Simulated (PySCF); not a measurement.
Computed IR spectrum (relative IR intensity) of a molecule C₅H₉N. Coordinates come from a PBE0-D3(BJ)/def2-SVP optimisation. The values are those of a single conformer. Method: PBE0-D3(BJ)/def2-SVP run with PySCF 2.14.0. No scaling factor is applied to the harmonic values.

```csv
ν (cm⁻¹),relative intensity
213,37
272,2.5
379,6.8
433,4.5
505,4.7
697,8.6
742,9.1
812,100
905,22
916,37
940,4.0
943,26
1004,6.8
1030,8.9
1045,18
1054,6.2
1077,2.9
1192,3.5
1297,3.1
1380,12
1427,3.6
1436,5.7
1493,7.4
1623,30
1737,28
3141,11
3147,4.4
3164,5.5
3178,6.6
3248,7.4
3277,2.8
3642,4.3
```

Q: Pick the molecule that these values belong to.
(A) CCN1C=CC1
(B) C=CC1(N)CC1
(C) C=C=CCNC
(D) C=CC/C=N/C

A: B, C=CC1(N)CC1
